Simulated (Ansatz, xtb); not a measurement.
**Relative energy of two structures of F2H4In2O2**

Structure a is a singlet given by its coordinates and structure b is `[F][In@H-]1[OH+][In@@H-]([F])[OH+]1`, a singlet. Both are isolated molecules in the gas phase, relaxed with PBE0-D4/def2-SVP.

a (Å):

```xyz
10

F     1.0909   -0.5539   -1.6554
F     0.4225   -3.4171   -0.7833
In    0.3319    0.3940    0.3328
In   -0.3065   -2.0159   -2.0490
O    -1.3576   -0.9337   -0.6138
O     1.0962   -1.8296    1.1042
H    -2.0028   -1.3975   -0.0678
H     0.8392   -2.5511    0.4668
H     2.0557   -1.8978    1.1709
H    -0.7440   -2.4366   -3.6309
```

Close contacts (Å): F1–In3 2.33, F1–In4 2.06, F2–In4 2.02, In3–In4 3.45, In3–O5 2.35, In3–O6 2.47, In4–O5 2.08, In4–H10 1.69, O5–H7 0.96, O6–H8 1.00, O6–H9 0.96.

b (Å):

```tsv
atom	x (Å)	y (Å)	z (Å)
F	-0.0743	-1.3926	-2.3272
F	-2.4078	1.2147	0.2960
In	1.1000	-0.9701	-0.8134
In	-0.6644	1.0012	1.1700
O	-0.2944	-1.0954	0.8268
O	0.6573	1.1212	-0.5297
H	2.6922	-1.4853	-0.5391
H	-1.1002	-1.5720	0.5837
H	-0.1312	1.6691	2.6347
H	0.2227	1.5091	-1.3018
```

Problem. Estimate E(b) − E(a) at the level CCSD(T)/def2-SVP + ΔMP2/def2-TZVPP.

Solution. Calculated at CCSD(T)/def2-SVP + ΔMP2/def2-TZVPP: E(b) − E(a) = +25.4 kcal/mol, so structure a lies lower.

How the difference moves with the method:

```
                             level          geometry  E(b) − E(a) (kcal/mol)  departure from the last row (kcal/mol)  job, with rough time for the two
                  PBE0-D4/def2-SVP  PBE0-D4/def2-SVP                     +29.1                                    +3.7             optimisation, 2.4 min
                       HF/def2-SVP  PBE0-D4/def2-SVP                     +22.5                                    −2.9           part of the CCSD(T) run
                      MP2/def2-SVP  PBE0-D4/def2-SVP                     +19.8                                    −5.7           part of the CCSD(T) run
                  CCSD(T)/def2-SVP  PBE0-D4/def2-SVP                     +23.0                                    −2.4                      single point
CCSD(T)/def2-SVP + ΔMP2/def2-TZVPP  PBE0-D4/def2-SVP                     +25.4                                                     single point, 2.5 min
```

None of the levels shown reverses the order. The largest departure from CCSD(T)/def2-SVP + ΔMP2/def2-TZVPP is that of MP2/def2-SVP, 5.7 kcal/mol. Levels run at GFN2-xTB geometries aren't shown. The last row adds to CCSD(T) the change of the MP2 difference between the two basis sets, here +2.4 kcal/mol.

With thermal terms from frequencies at re-optimised GFN2-xTB minima (ideal gas, soft modes damped towards free rotors, one conformer each, 298.15 K, 1 atm): the zero-point term adds −3.3 kcal/mol; ΔH is +21.9 and ΔG +22.9 kcal/mol.

The correlated steps freeze 12 core orbitals; the filled d shell of In is correlated, in a basis made for valence electrons. Atoms past krypton carry core potentials in the def2 sets and no spin–orbit term is included. Mirror images aren't counted in ΔG. Programs: Ansatz 0.2.0, xtb 6.7.1; the last row on 2 threads of Arm Neoverse V2 on a shared host.
